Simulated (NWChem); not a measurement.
# HSO₃ anion

```xyz
5

O      1.3882     0.2805     0.2440
S      0.0116     0.1836    -0.4021
O     -1.0173     1.0079     0.3355
O     -0.4039    -1.5046     0.0678
H      0.2638    -1.6798     0.7494
```
Atoms are numbered in this order, from 1.

All runs: NWChem. Sets without diffuse functions describe the anion's extra electron poorly. All runs use the structure optimised with B3LYP/def2-SVPD. B3LYP is NWChem's, with the RPA form of VWN correlation. Atomic charges in e: unrestrained fits to the electrostatic potential beside Mulliken populations; buried atoms are poorly determined by the fit.

Question: Predict the results for B3LYP/def2-SVP. Quantities: ESP O1; Mulliken O1; ESP S2; Mulliken S2; ESP O3; Mulliken O3; ESP O4; Mulliken O4; relative RMS misfit of the potential (%).

Answer: 
```yaml
ESP O1: -0.57
Mulliken O1: -0.67
ESP S2: 0.37
Mulliken S2: 0.71
ESP O3: -0.51
Mulliken O3: -0.64
ESP O4: -0.66
Mulliken O4: -0.51
relative RMS misfit of the potential (%): 5
```
